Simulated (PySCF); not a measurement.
**Correlation energy of Zn (zinc, neutral)**

[Ar] 3d10 4s2, closed-shell 1S. Calculation: PySCF 2.14, in dyall-av2z (16s12p7d2f, 101 functions); the non-relativistic Hamiltonian (point nucleus). Frozen: [Ar]; 12 electrons correlated; the 34 highest virtual orbitals of each spin left out.

MP2 pair energies summed by pair of shells (mhartree):

| pair | energy | share (%) |
| --- | --- | --- |
| 3d-3d | -390.09 | 85.6 |
| 3d-4s | -42.62 | 9.4 |
| 4s-4s | -22.86 | 5.0 |

Total MP2 correlation energy: -455.56 mhartree.

Same-spin part -161.46 and opposite-spin part -294.10 mhartree; SCS-MP2 scales them by 1/3 and 6/5 to -406.74 mhartree.

MP2 falls well short for the outer s pair, which is nearly degenerate with np².
